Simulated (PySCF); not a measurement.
One elementary step

Start structure (BNH3ClO, closed shell), relaxed at PBE0-D4/def2-TZVP:

| atom | x (Å) | y (Å) | z (Å) |
| --- | --- | --- | --- |
| B1 | 0.1001 | 0.2657 | -0.1201 |
| O2 | 0.9080 | 0.7197 | 0.8756 |
| N3 | -0.5994 | -0.9309 | 0.0203 |
| H4 | -0.5270 | -1.4903 | 0.8518 |
| Cl5 | -0.0736 | 1.2076 | -1.6299 |
| H6 | 1.3336 | 1.5517 | 0.6621 |
| H7 | -1.2017 | -1.2969 | -0.6925 |

The step: BNH₃ClO ([NH2][B]([OH])[Cl]) → BNHCl ([NH][B][Cl]) + H₂O (still joined by a long B–O bond); bonds formed: O2–H4; bonds broken: N3–H4; bonds weakened to dative contacts: B1–O2. PySCF 2.14 with density fitting (its default auxiliary sets; JK sets also for MP2 and CCSD(T)); basis: def2-TZVPP and def2-QZVPP; cores frozen in the correlated methods. Extrapolation: Hartree–Fock as exp(−7.88 √X), correlation as X^−2.97. Energies below are by CCSD(T) at an estimated basis limit (MP2 extrapolated from triple and quadruple zeta, plus CCSD(T) − MP2 in triple zeta).

Task: What are the electronic barrier and the energy of the step, from the start structure to the end structure? (To be estimated.)

Result: The calculation gives: Barrier 70.62 kcal/mol; step energy 66.62 kcal/mol (uphill); reverse barrier, their difference, 4.00 kcal/mol. Barrier and step energy count from the start structure, the reverse barrier from the end structure.

The saddle point: One imaginary mode of 924i cm⁻¹.
```json
{"pair": "O2–H4", "start (Å)": "2.64", "saddle (Å)": "1.09", "end (Å)": "0.98"}
{"pair": "B1–O2", "start (Å)": "1.36", "saddle (Å)": "1.56", "end (Å)": "1.61"}
{"pair": "N3–H4", "start (Å)": "1.00", "saddle (Å)": "1.53", "end (Å)": "2.11"}
```

Zero-point energy (harmonic, PBE0-D4): ZPE is 29.87 kcal/mol at the start and 26.68 kcal/mol at the saddle, so the barrier goes from 70.62 to 67.42 kcal/mol.

First-order rate constant out of the start structure at 498 K by transition-state theory, with harmonic vibrational free energies alone and no tunnelling: ΔA‡ = 67.85 kcal/mol, so k = (kB T/h) exp(−ΔA‡/kB T) ≈ 10^-17 s⁻¹ (an order of magnitude at best: rotation, the number of equivalent paths and anharmonicity are left out).

T1 diagnostic: at most 0.014.

Labels in which every atom is bracketed show which atoms are joined, not bond orders.

For scale, one of the runs: CCSD(T)/def2-TZVPP, 177 basis functions, launched by `OMP_NUM_THREADS=4 python run.py`. The run took 4.4 min on 4 CPU threads of an Arm Neoverse V1 (shared host), with 1.9 GiB of host memory at its peak.
